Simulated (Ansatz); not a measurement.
Saddle point of BHCl₃F, singlet (BCl₂F ([F][B]([Cl])[Cl]) + HCl → BCl₃ ([Cl][B]([Cl])[Cl]) + HF; bonds formed: B1–Cl6, F2–H5; bonds broken: B1–F2, H5–Cl6), PBE0-D4/def2-TZVP structure:

```json
{"atom": "B1", "x (Å)": "-0.0814", "y (Å)": "-0.4040", "z (Å)": "0.1426"}
{"atom": "F2", "x (Å)": "-0.9862", "y (Å)": "0.7576", "z (Å)": "-0.3107"}
{"atom": "Cl3", "x (Å)": "-0.1679", "y (Å)": "-1.7398", "z (Å)": "-0.9985"}
{"atom": "Cl4", "x (Å)": "-0.2768", "y (Å)": "-0.7074", "z (Å)": "1.8641"}
{"atom": "H5", "x (Å)": "0.0228", "y (Å)": "1.2902", "z (Å)": "-0.4644"}
{"atom": "Cl6", "x (Å)": "1.4894", "y (Å)": "0.8034", "z (Å)": "-0.2330"}
```

Energies are electronic, without zero-point energy. Barriers and step energies count from the start structure reached by relaxing down the imaginary mode; all methods use the PBE0-D4 structures, on which another method's saddle can fall below an end. Ansatz 0.2.0; basis: def2-TZVPP, with def2-QZVPP for the basis limit; cores frozen in the correlated methods. B3LYP uses VWN-RPA correlation. Extrapolation: Hartree–Fock as exp(−7.88 √X), correlation as X^−2.97.

| method | barrier (eV) | step energy (eV) |
| --- | --- | --- |
| SPW92 | 0.725 | 0.546 |
| PBE-D4 | ? | 0.522 |
| BLYP-D4 | 1.380 | 0.609 |
| r2SCAN-D4 | 1.260 | 0.610 |
| B97M-V | 1.502 | 0.662 |
| PBE0-D4 | 1.270 | 0.553 |
| B3LYP-D4 | ? | 0.636 |
| r2SCAN0-D4 | 1.354 | 0.614 |
| BHLYP-D4 | ? | 0.684 |
| CAM-B3LYP-D4 | 1.474 | 0.693 |
| wB97X-V | 1.410 | 0.630 |
| wB97M-V | 1.372 | 0.622 |
| B2PLYP | 1.494 | 0.628 |
| PBE-QIDH | 1.355 | 0.561 |
| RPA on PBE | 1.493 | 0.632 |
| HF | 2.244 | 0.817 |
| MP2 | 1.351 | 0.525 |
| CCSD | 1.628 | 0.650 |
| CCSD(T) | 1.492 | 0.611 |

Problem. Fill in the withheld barriers. (Judge from chemistry; the value comes from the calculation.)

Solution. The calculation gives: B3LYP-D4 1.476; BHLYP-D4 1.657; PBE-D4 1.122 eV. Each is the energy of the saddle less that of the start structure, by the same method.

For comparison, the barrier by CCSD(T) at an estimated basis limit (MP2 extrapolated from triple and quadruple zeta, plus CCSD(T) − MP2 in triple zeta) is 1.446 eV.

The T1 diagnostic stays at or below 0.011.

Labels in which every atom is bracketed show which atoms are joined, not bond orders.

For scale, one of the runs: CCSD(T)/def2-TZVPP, 202 basis functions, launched by `ansatz run in.yaml --threads 4 --pin off --events-out ev --progress --plain --max-ram 9574MiB`. Time: 2.2 min of wall clock on 4 CPU threads of an Intel Xeon; the host was shared. Peak host memory: 2.4 GiB.
